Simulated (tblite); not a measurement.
Species: C5H18Si4.
Numbering: `[CH3:1][C@H:2]1[CH2:3][C@@H:4]([Si@@H:5]([SiH3:6])[SiH2:7][SiH3:8])[CH2:9]1` (hydrogens: H10, H11, H12 on C1; H13 on C2; H14, H15 on C3; H16 on C4; H17 on Si5; H18, H19, H20 on Si6; H21, H22 on Si7; H23, H24, H25 on Si8; H26, H27 on C9)

Computed with GFN2-xTB (tblite), gas phase: L-BFGS steps from a force-field or distance-geometry start until the largest atomic force falls under 0.01 eV/Å.

At the end of the run (lengths in Å): Si5–Si6 2.326, Si5–Si7 2.332, Si7–Si8 2.315, C4–Si5 1.911, C1–C2 1.518, C1–H12 1.089, Si5–H17 1.483, Si5–Si7–Si8 118.3°, C2–C3–C4 90.1°, C3–C2–C9 89.8°, Si5–C4–C9 116.2°, C1–C2–C3–C4 124°, C2–C3–C4–Si5 -125°, C3–C4–Si5–Si6 47°, H10–C1–C2–C3 -51°, H13–C2–C1–H10 180°.

Task: These geometries were met on the way; a selection of coordinates is given. Order them by energy above the end point, lowest first.
A. Si5–Si6 2.306, Si5–Si7 2.334, Si7–Si8 2.311, C4–Si5 1.906, C1–C2 1.529, C1–H12 1.093, Si5–H17 1.492, Si5–Si7–Si8 108.9°, C2–C3–C4 87.8°, C3–C2–C9 87.1°, Si5–C4–C9 120.5°, C1–C2–C3–C4 148°, C2–C3–C4–Si5 -148°, C3–C4–Si5–Si6 62°, H10–C1–C2–C3 -97°, H13–C2–C1–H10 137°
B. Si5–Si6 2.320, Si5–Si7 2.342, Si7–Si8 2.316, C4–Si5 1.912, C1–C2 1.528, C1–H12 1.088, Si5–H17 1.491, Si5–Si7–Si8 116.2°, C2–C3–C4 89.0°, C3–C2–C9 87.7°, Si5–C4–C9 121.5°, C1–C2–C3–C4 141°, C2–C3–C4–Si5 -145°, C3–C4–Si5–Si6 61°, H10–C1–C2–C3 -85°, H13–C2–C1–H10 148°
C. Si5–Si6 2.292, Si5–Si7 2.315, Si7–Si8 2.294, C4–Si5 1.901, C1–C2 1.526, C1–H12 1.096, Si5–H17 1.499, Si5–Si7–Si8 105.6°, C2–C3–C4 86.5°, C3–C2–C9 86.8°, Si5–C4–C9 120.2°, C1–C2–C3–C4 150°, C2–C3–C4–Si5 -150°, C3–C4–Si5–Si6 63°, H10–C1–C2–C3 -98°, H13–C2–C1–H10 134°
D. Si5–Si6 2.284, Si5–Si7 2.277, Si7–Si8 2.284, C4–Si5 1.870, C1–C2 1.519, C1–H12 1.069, Si5–H17 1.452, Si5–Si7–Si8 104.9°, C2–C3–C4 86.7°, C3–C2–C9 86.6°, Si5–C4–C9 118.3°, C1–C2–C3–C4 151°, C2–C3–C4–Si5 -149°, C3–C4–Si5–Si6 61°, H10–C1–C2–C3 -97°, H13–C2–C1–H10 136°
E. Si5–Si6 2.222, Si5–Si7 2.243, Si7–Si8 2.252, C4–Si5 1.850, C1–C2 1.480, C1–H12 1.124, Si5–H17 1.476, Si5–Si7–Si8 107.0°, C2–C3–C4 84.0°, C3–C2–C9 84.3°, Si5–C4–C9 116.0°, C1–C2–C3–C4 150°, C2–C3–C4–Si5 -151°, C3–C4–Si5–Si6 60°, H10–C1–C2–C3 -96°, H13–C2–C1–H10 137°

Result: B (0.140 eV), A (0.228 eV), C (0.370 eV), D (0.630 eV), E (1.165 eV).

```csv
step,E above end (eV),"rms distance from the end, all atoms (Å)",largest force (eV/Å),rms shift of all bonds from the end (Å)
34,0.140,0.629,0.108,0.004
16,0.228,0.706,0.201,0.005
8,0.370,0.731,0.427,0.011
3,0.630,0.744,0.669,0.021
0,1.165,0.751,2.632,0.035
```

Rows stand in the order of the answer.
